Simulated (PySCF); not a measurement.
C6H10N2OSi.
Geometry (GFN2-xTB, Å), atoms numbered from 1 in this order:
```xyz
20
C6H10N2OSi angstrom
C     -1.7574   -2.4743   -0.3323
C     -0.6837   -2.0814    0.3247
C     -0.4175   -0.6574    0.7394
C      0.7299   -0.1445   -0.0866
N      1.8819   -0.0494    0.3932
C      2.9649    0.4280   -0.4055
O     -1.5556    0.1372    0.5527
Si    -1.7800    1.7258    0.7051
C     -0.6335    2.6924   -0.4238
N      0.0737    3.2722   -1.1142
H     -2.5368   -1.7796   -0.5952
H     -1.9030   -3.5020   -0.6162
H      0.1081   -2.7653    0.5954
H     -0.1210   -0.6391    1.7973
H      0.4618    0.1265   -1.1174
H      3.4018    1.2876    0.1031
H      2.6673    0.7130   -1.4221
H      3.7234   -0.3547   -0.4476
H     -3.1447    1.8362    0.2188
H     -1.4848    2.2394    2.0434
```

Computed at PBE0/pcSseg-1 (PySCF, non-relativistic), with Q(14N) = 0.02044 b, Q(17O) = −0.0256 b: N5, 14N (I = 1): χzz = -5.505 MHz, η = 0.419; O7, 17O (I = 5/2): χzz = -9.924 MHz, η = 0.342; N10, 14N (I = 1): χzz = -5.592 MHz, η = 0.057.

Find the zero-field quadrupole resonance frequencies of 14N at N5.

From ν± = (3/4)|χ|(1 ± η/3) and ν0 = |χ|η/2: ν+ 4.705 MHz, ν− 3.552 MHz, ν0 1.154 MHz (imine nitrogen).

Where would the pure quadrupole (NQR) lines of 17O at O7 fall for the rigid, isolated species?

From the eigenvalues of H = χ/[4I(2I − 1)] × [3Iz² − I(I + 1) + η(Ix² − Iy²)], steps between neighbouring levels, labelled as for η = 0: ±1/2↔±3/2 1.668 MHz, ±3/2↔±5/2 2.912 MHz (silyl ether oxygen).

Find the zero-field quadrupole resonance frequencies of 14N at N10.

From ν± = (3/4)|χ|(1 ± η/3) and ν0 = |χ|η/2: ν+ 4.273 MHz, ν− 4.115 MHz, ν0 0.158 MHz (cyano nitrogen).

In a crystal, neighbours and librations shift these lines. GFN2-xTB bond lengths can be off by several hundredths of an ångström, more for odd bonds, and the gradients follow them. The small basis limits the accuracy of the gradients.

The run behind these numbers computed NMR shieldings as well. On one thread, Arm Neoverse N1 (aarch64), shared host, this took 91 s of wall time and 1.1 GiB of memory at its peak.

One conformer stands for the species.
